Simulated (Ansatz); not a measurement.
Spectroscopic constants of KO, multiplicity 2 (lowest of 2S+1 = 2, 4 at CCSD(T)/def2-TZVPP on PBE0 minima; our sources give no spin for the ground state, which may be another). No spin–orbit coupling. K is treated without relativity.

```json
[
 {"level": "SVWN5/def2-TZVPP", "bond energy D_e (eV)": "3.414", "minus CCSD(T)/def2-QZVPP": "0.705"},
 {"level": "PBE/def2-TZVPP", "bond energy D_e (eV)": "2.915", "minus CCSD(T)/def2-QZVPP": "0.205"},
 {"level": "r2SCAN/def2-TZVPP", "bond energy D_e (eV)": "2.888", "minus CCSD(T)/def2-QZVPP": "0.179"},
 {"level": "B97M-V/def2-TZVPP", "bond energy D_e (eV)": "2.706", "minus CCSD(T)/def2-QZVPP": "-0.004"},
 {"level": "B3LYP/def2-TZVPP", "bond energy D_e (eV)": "2.748", "minus CCSD(T)/def2-QZVPP": "0.039"},
 {"level": "PBE0/def2-TZVPP", "bond energy D_e (eV)": "2.628", "minus CCSD(T)/def2-QZVPP": "-0.081"},
 {"level": "BHLYP/def2-TZVPP", "bond energy D_e (eV)": "2.400", "minus CCSD(T)/def2-QZVPP": "-0.309"},
 {"level": "wB97X-V/def2-TZVPP", "bond energy D_e (eV)": "2.891", "minus CCSD(T)/def2-QZVPP": "0.182"},
 {"level": "wB97M-V/def2-TZVPP", "bond energy D_e (eV)": "2.847", "minus CCSD(T)/def2-QZVPP": "0.138"},
 {"level": "B2PLYP/def2-TZVPP", "bond energy D_e (eV)": "2.651", "minus CCSD(T)/def2-QZVPP": "-0.058"},
 {"level": "CCSD/def2-TZVPP", "bond energy D_e (eV)": "2.334", "minus CCSD(T)/def2-QZVPP": "-0.376"},
 {"level": "CCSD/def2-QZVPP", "bond energy D_e (eV)": "2.584", "minus CCSD(T)/def2-QZVPP": "-0.126"},
 {"level": "CCSD(T)/def2-TZVPP", "bond energy D_e (eV)": "2.433", "minus CCSD(T)/def2-QZVPP": "-0.277"},
 {"level": "CCSD(T)/def2-QZVPP", "bond energy D_e (eV)": "2.709", "minus CCSD(T)/def2-QZVPP": "0.000"}
]
```

 The comparison column counts from a level with limits of its own.

The rows run from 2.334 (CCSD/def2-TZVPP) to 3.414 eV (SVWN5/def2-TZVPP). From def2-TZVPP to def2-QZVPP CCSD(T) changes by 0.277. The 10 functionals in def2-TZVPP without D3 or D4 span 1.014, from BHLYP to SVWN5.

D_e counts from the fitted minimum to each atom's lowest state at the same level, without counterpoise.

Correlated levels freeze the inner cores; with def2 sets outer-core shells near the valence are correlated too.

The values were computed with Ansatz (a program for electronic structure) with Gaussian orbitals.
